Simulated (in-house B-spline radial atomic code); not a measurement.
A fraction x of an electron is removed from 2p in the silicon ion Si³⁺, starting from [Ne] 3s1 and keeping the highest spin. All numbers are computed (scalar-relativistic (X2C) r2SCAN, spin-polarised, spherical fractional occupations; Fermi nucleus of rms radius 3.1224 fm) with a radial B-spline atomic code at the basis-set limit, not measured.

```json
{"x": "0", "E(x) - E(0) (eV)": "0.0000", "2p down level (eV)": "-133.783"}
{"x": "0.05", "E(x) - E(0) (eV)": "6.7313", "2p down level (eV)": "-135.472"}
{"x": "0.19", "E(x) - E(0) (eV)": "?", "2p down level (eV)": "?"}
{"x": "0.25", "E(x) - E(0) (eV)": "34.5059", "2p down level (eV)": "-142.289"}
{"x": "0.48", "E(x) - E(0) (eV)": "68.1442", "2p down level (eV)": "-150.237"}
{"x": "0.5", "E(x) - E(0) (eV)": "71.1559", "2p down level (eV)": "-150.934"}
{"x": "0.55", "E(x) - E(0) (eV)": "78.7462", "2p down level (eV)": "-152.678"}
{"x": "0.74", "E(x) - E(0) (eV)": "108.3881", "2p down level (eV)": "-159.354"}
{"x": "0.81", "E(x) - E(0) (eV)": "119.6296", "2p down level (eV)": "-161.831"}
{"x": "0.92", "E(x) - E(0) (eV)": "?", "2p down level (eV)": "?"}
{"x": "1", "E(x) - E(0) (eV)": "151.0192", "2p down level (eV)": "-168.597"}
```

What belongs in the row x = 0.19?

An energy change of 26.0303 eV; 2p down at -140.234 eV.

What belongs in the row x = 0.92?

An energy change of 137.6458 eV; 2p down at -165.741 eV.

Check Janak's theorem between x = 0.25 and 0.48.

The slope of the energy is 146.25 eV; the orbital levels give 146.26 eV (-ε of the emptying orbital, averaged over the two points).
